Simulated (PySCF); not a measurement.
PySCF job for (1Z)-1,2-difluorobuta-1,3-diene (C4H4F2), SMILES C=C/C(F)=C/F, PBE/pcSseg-1. Geometry optimised at PBE0-D3(BJ)/def2-SVP. The values are those of a single conformer.

```python
import numpy as np
from pyscf import gto, scf, dft
from pyscf.prop.nmr import rks as nmr

mol = gto.M(
    atom='''
    C     0.04486841   -2.44641081    0.00000000
    C     0.69028601   -1.27377174   -0.00000001
    C     0.02056265    0.01073024    0.00000000
    F    -1.31073898   -0.01206947    0.00000000
    C     0.66391113    1.18739610    0.00000000
    F     0.02179239    2.34382925   -0.00000000
    H    -1.04675139   -2.48805907   -0.00000000
    H     0.59252798   -3.39052649    0.00000001
    H     1.78404205   -1.23829335    0.00000000
    H     1.75293145    1.26337810    0.00000000
    ''',
    basis='pcSseg-1',
    charge=0,
    spin=0,
    max_memory=1600,
    verbose=3,
)
mf = dft.RKS(mol, xc='pbe')
mf.grids.level = 3
mf.conv_tol = 1e-10
mf.max_cycle = 100
mf.kernel()
n = nmr.NMR(mf)
n.verbose = 2
n.max_cycle_cphf = 60
sigma = n.kernel()
print('atom   isotropic/ppm   span/ppm')
for i, s in enumerate(sigma):
    w = np.linalg.eigvalsh((s + s.T) / 2)
    print(f'{mol.atom_symbol(i):2s}{i + 1:3d} {w.mean():14.3f} {w[2] - w[0]:11.3f}')
```

It prints:

```
converged SCF energy = -354.043771801837
atom   isotropic/ppm   span/ppm
C   1         62.291     215.459
C   2         50.073     207.576
C   3         25.129     120.962
F   4        311.609     228.009
C   5         35.354     106.418
F   6        305.850     233.125
H   7         25.450       7.037
H   8         25.892       5.263
H   9         25.378       4.058
H  10         24.692       6.068
```

The run converged.
